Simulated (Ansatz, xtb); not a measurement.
# Relative energy of two isomers of C3HBr2NO

Structure I: `Brc1coc(Br)n1`, a singlet. Structure II: `Brc1cnc(Br)o1`, a singlet. Both are isolated molecules in the gas phase, relaxed with B3LYP-D3(BJ)/def2-SVP.

I (Å):

```xyz
8

C    -1.7708   -1.1093    0.3671
C    -2.5179   -0.0177    0.0348
C    -0.6330    0.0078   -1.0055
Br   -2.2245   -2.4900    1.5466
Br    0.6471    0.6958   -2.1652
N    -0.5684   -1.0776   -0.3069
O    -1.7762    0.7093   -0.8591
H    -3.4963    0.3610    0.3098
```

II (Å):

```xyz
8

C    -1.7599   -1.0961    0.3599
C    -2.4683    0.0562    0.1863
C    -0.8078    0.1201   -1.1298
Br   -1.9724   -2.5826    1.4494
Br    0.4961    0.5335   -2.3896
N    -1.8319    0.8209   -0.7793
O    -0.6850   -1.0664   -0.4848
H    -3.3789    0.3777    0.6859
```

Energies in hartree; the thermal terms are from GFN2-xTB frequencies at re-optimised GFN2-xTB minima (ideal gas, soft modes damped towards free rotors, one conformer each, 298.15 K, 1 atm) and include the zero-point energy:

```
                               I            II
E, CCSD(T)/def2-SVP  −5388.697966  −5388.696138
    E, MP2/def2-SVP  −5388.646214  −5388.644311
  E, MP2/def2-TZVPP  −5389.818712  −5389.817220
  zero-point energy      0.037041      0.037060
       H(298 K) − E      0.044337      0.044376
       G(298 K) − E      0.003787      0.003732
```

Problem. Correct the CCSD(T) difference for the basis set by the MP2 change, then work out ΔE, ΔE₀, ΔH and ΔG for I → II in kJ/mol (1 Eh = 2625.50 kJ/mol) and the equilibrium ratio [II]/[I].

Solution. 1. Differences II − I: CCSD(T) +0.001828, MP2 in the small set +0.001903, MP2 in the large set +0.001492 Eh.
2. ΔE = +0.001828 + (+0.001492 − (+0.001903)) = +0.001417 Eh = +3.72 kJ/mol.
3. ΔE₀ = ΔE + ΔZPE = +0.001417 + (+0.000019) Eh = +3.77 kJ/mol.
4. ΔH = ΔE + (+0.000039) Eh = +3.82 kJ/mol.
5. ΔG = ΔE + (−0.000055) Eh = +3.58 kJ/mol, so ΔS = (ΔH − ΔG)/T = +0.8 J/(mol K).
6. kT = 0.9442 mEh, so K = [II]/[I] = exp(−ΔG/kT) = exp(−1.44) ≈ 0.24.

The two are too close for this level to say which is favoured. An error of 4 kJ/mol in ΔG would change K by a factor of 5. Mirror images and further conformers aren't counted.

As drawn, both hold the same kinds of bond in the same numbers.

Other levels gave ΔE = +3.6 (GFN2-xTB); −0.1 (HF/STO-3G, GFN2-xTB geometries); +4.9 (r2SCAN-D4/def2-SVP, GFN2-xTB geometries); +4.7 (B3LYP-D3(BJ)/def2-SVP); +5.7 (HF/def2-SVP); +5.0 (MP2/def2-SVP); +4.8 (CCSD(T)/def2-SVP) kJ/mol. The correlated steps freeze 23 core orbitals; the filled d shell of Br is correlated, in a basis made for valence electrons. Programs: Ansatz 0.2.0, xtb 6.7.1.
